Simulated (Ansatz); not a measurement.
`[F][SnH2][SH]` + H₂Se → `[SH][SnH2][SeH]` + H–F at 298.15 K and 1 bar (ligand exchange at the Sn–F bond).

Calculated with Ansatz (gas phase, PBE0-D4/def2-TZVP geometries, no zero-point term in ΔE). CCSD(T)/CBS is the MP2 limit (def2-TZVPP, def2-QZVPP) plus CCSD(T) − MP2 in def2-TZVPP, frozen cores. This one scheme is used for every species. Elements past krypton have def2 core potentials. For Se, Sn outer-core shells are correlated without core-valence functions, which leaves a few kJ/mol of doubt a bond. Scalar relativity is left out up to krypton. One conformer a species, not always the lowest.

```tsv
species	CCSD(T)/CBS energy (Eh)	H − E (kJ/mol)	S (J/(mol·K))
`[F][SnH2][SH]`	-713.44162	82.2	322.4
H₂Se	-2401.89790	45.8	219.1
`[SH][SnH2][SeH]`	-3014.95398	101.5	371.7
H–F	-100.39570	33.5	173.6
```

H − E and S are ideal-gas, rigid-rotor, harmonic terms from PBE0-D4/def2-TZVP, for one conformer and one mirror image of each species. 1 Eh = 2625.50 kJ/mol, R = 8.31446 J/(mol·K).

Problem. By hand: ΔE, ΔH, ΔS and ΔG.

Solution. ΔE = (-3014.95398) + (-100.39570) − (-713.44162) − (-2401.89790) = -0.01016 Eh = -26.7 kJ/mol. Δ(H − E) = 101.5 + 33.5 − 82.2 − 45.8 = 7.0, so ΔH = -19.7 kJ/mol. ΔS = 371.7 + 173.6 − 322.4 − 219.1 = 3.8 J/(mol·K). ΔG = -19.7 − 298.15 × (3.8)/1000 = -20.8 kJ/mol.

Problem. By hand: the equilibrium constant, and the temperature at which ΔG would vanish if ΔH and ΔS stayed fixed.

Solution. log₁₀ K = −ΔG/(RT ln 10) = 3.6. ΔH and −TΔS have one sign here, so there is no such temperature.

The number of gas molecules stays the same, so ΔS is small and ΔH decides. A doubt of 5 kJ/mol in ΔE shifts log₁₀ K by 0.9 here. Other conformers and mirror images would add mixing entropy, several J/(mol·K) or more a flexible species. Modes under 60 cm⁻¹, often nearly free rotors, make the harmonic entropy too high. These are equilibria of isolated gas molecules and say nothing of rates. Largest T1 diagnostic: 0.013 (customary marks: 0.02 for closed shells, 0.045 for open ones).

ΔS is within the doubt of such terms, so its sign, and with it that verdict, could turn.
